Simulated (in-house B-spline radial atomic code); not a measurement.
A run on an ion of nuclear charge 59 with 59.8 electrons that did not converge. Method: scalar-relativistic (X2C) TPSS, spin-polarised, spherical fractional occupations, Fermi nucleus of rms radius 4.8919 fm; computed with an all-electron radial atomic-structure program (B-spline basis).

Command:
```bash
python run_scf.py task.json out
```
Settings (nuclear radius in fm, mass in u):
```
Z                59
configuration    [Xe] 4f3.8 6s2
hamiltonian      x2c
method           tpss,tpss
spin_polarised   True
nucleus          fermi
rms_radius       4.8919
atomic_mass      140.90766
speed_of_light   137.035999084
```

First and last ten iterations of the last attempt (damped for 15 steps, keeping 80 % of the old Fock matrix, then DIIS):
```
 iter        energy (Eh)    residual
    1       -9236.129492    9.00e-02
    2       -9230.226038    1.87e-01
    3       -9235.707509    7.60e-02
    4       -9236.040364    3.67e-02
    5       -9232.433744    1.61e-01
    6       -9235.481010    9.38e-02
    7       -9235.943612    5.14e-02
    8       -9236.123979    2.10e-02
    9       -9232.384742    1.62e-01
   10       -9235.509045    9.14e-02
  111       -9188.416961    3.50e-01
  112       -9188.341254    3.52e-01
  113       -9189.368683    3.32e-01
  114       -9231.889362    2.86e-01
  115       -9234.550720    1.54e-01
  116       -9235.670373    7.84e-02
  117       -9235.858534    5.79e-02
  118       -9232.326583    1.66e-01
  119       -9235.961995    4.70e-02
  120       -9232.473221    1.57e-01
 not converged after 120 iterations
```

The smallest residual met was 2.0e-02; the threshold is about 6e-07. No energy from this run should be used. The likely cause: this method binds the added charge weakly or not at all at the basis-set limit, so charge moves back and forth between the atom and the box. Run time, properties included: 3.8 s on 1 thread of Intel(R) Xeon(R) 6975P-C, on a shared host.
